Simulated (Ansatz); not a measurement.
Harmonic frequencies (cm⁻¹) at PBE0-D4/def2-TZVP from Ansatz: 100, 100, 272, 449, 600, 600, 1224, 1658, 1658, 3489, 3595, 3595.

Each molecule was computed in one conformer, which needn't be the lowest.

Q: Which molecule is it?
A. `[NH3+][Cu-][Br]`
B. `CC#[N+][Cu-][Cl]`
C. `[NH3+][Cu-][OH]`
D. `[OH2+][Cu-][Br]`

A: A.
